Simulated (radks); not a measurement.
Values are calculated unless marked as measured or tabulated.
The bismuth anion Bi3-, [Rn], held by a Watson sphere: a shell of charge +3 at radius R that stands for the Madelung well of a crystal (potential energy -3/R inside, -3/r outside, in hartree with lengths in bohr). Code: a radial shooting solver on a logarithmic mesh with Libxc functionals. Model: scalar-relativistic Kohn-Sham, PBEsol, spin-unpolarised, spherical densities, point nucleus. Response by self-consistent Sternheimer equations with the Hartree and adiabatic LDA kernel, the relativistic mass of each level held fixed and spin-orbit coupling left out. The sphere does not respond.

R (bohr)  e(5d) (eV)  e(6s) (eV)  e(6p) (eV)  <r> 6p (bohr)  sum of <r^2> (bohr^2)  X-ray form factor at sin(theta)/lambda = 0.2 1/angstrom  alpha (bohr^3)
2.65         -27.232     -16.430      -6.783          2.887                  101.0                                                   70.041           55.73
2.97         -26.313     -15.441      -6.316          3.016                  106.6                                                   69.958           67.09
3.62         -25.192     -13.898      -5.356          3.281                  119.0                                                   69.913           99.93
4.21         -24.608     -12.940      -4.581          3.517                  130.9                                                   69.950           143.2
5.34         -23.974     -11.859      -3.437          3.943                  155.6                                                   70.058           273.9
6.52         -23.613     -11.291      -2.630          4.357                  184.7                                                   70.113           509.2
6.59         -23.596     -11.268      -2.592          4.381                  186.5                                                   70.114           527.5
